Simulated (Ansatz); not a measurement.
`BO[SiH](O)[SiH3]` + `F[SiH2]O[SiH3]` → `B[SiH2]O[SiH2]F` + `O[SiH](O)[SiH3]`  (formal exchange of groups at a B–O bond)

Isolated molecules relaxed with PBE0-D4/def2-TZVP in Ansatz; ΔE leaves out vibrations. CBS: MP2 limit from def2 TZ/QZ plus the TZ coupled-cluster correction, frozen cores. This one scheme is used for every species. One conformer a species, not always the lowest.

`BO[SiH](O)[SiH3]`:

```xyz
12

B     1.542   -1.344   -0.746
O     1.107   -0.121   -1.102
Si   -0.125    0.832   -0.518
O     0.508    2.150    0.223
Si   -1.420   -0.278    1.088
H     2.492   -1.800   -1.317
H     0.976   -1.956    0.125
H    -0.888    1.233   -1.730
H     0.954    2.807   -0.315
H    -2.544    0.613    1.485
H    -1.986   -1.528    0.515
H    -0.615   -0.610    2.292
```

`F[SiH2]O[SiH3]`:

Cartesian coordinates in Å:
```
F -0.108 -0.043 -2.446
Si 0.479 -0.865 -1.212
O -0.247 -0.387 0.151
Si -0.499 0.785 1.271
H 0.173 -2.292 -1.436
H 1.930 -0.582 -1.153
H -0.775 0.128 2.571
H -1.662 1.614 0.868
H 0.708 1.643 1.386
```

`B[SiH2]O[SiH2]F`:

Z-matrix (Å, degrees):
```
Si
O 1 1.651
B 1 2.004 2 114.9
H 1 1.491 2 107.4 3 121.5
H 1 1.490 2 108.1 3 -122.4
Si 2 1.615 1 144.6 3 11.0
H 3 1.196 1 123.9 2 1.0
H 3 1.197 1 118.6 2 -179.3
F 6 1.596 2 109.6 1 53.8
H 6 1.480 2 110.9 1 -63.8
H 6 1.476 2 108.8 1 171.4
```

`O[SiH](O)[SiH3]`:

Cartesian coordinates in Å:
```
O -1.195 1.478 0.594
Si -0.806 0.003 -0.029
O -0.987 -1.220 1.060
Si 1.443 -0.117 -0.679
H -0.643 1.820 1.299
H -1.765 -0.148 -1.155
H -1.874 -1.416 1.367
H 2.324 0.190 0.483
H 1.719 0.883 -1.746
H 1.785 -1.470 -1.193
```

| species | CCSD(T)/CBS(def2) energy (Eh) |
| --- | --- |
| `BO[SiH](O)[SiH3]` | -757.62946 |
| `F[SiH2]O[SiH3]` | -756.28164 |
| `B[SiH2]O[SiH2]F` | -781.64352 |
| `O[SiH](O)[SiH3]` | -732.20558 |

Task: Work out ΔE.

Result: ΔE = (-781.64352) + (-732.20558) − (-757.62946) − (-756.28164) = 0.06200 Eh = +162.8 kJ/mol.

Largest T1 diagnostic among the species: 0.014.

In def2-TZVPP, CCSD(T) changes the Hartree–Fock value by −9.8 kJ/mol (the triples alone add +0.2 kJ/mol) and MP2 by −3.7 kJ/mol. From PBE to PBE0 (25 % exact exchange), in def2-TZVPP and without D4, ΔE moves by +3.6 kJ/mol.
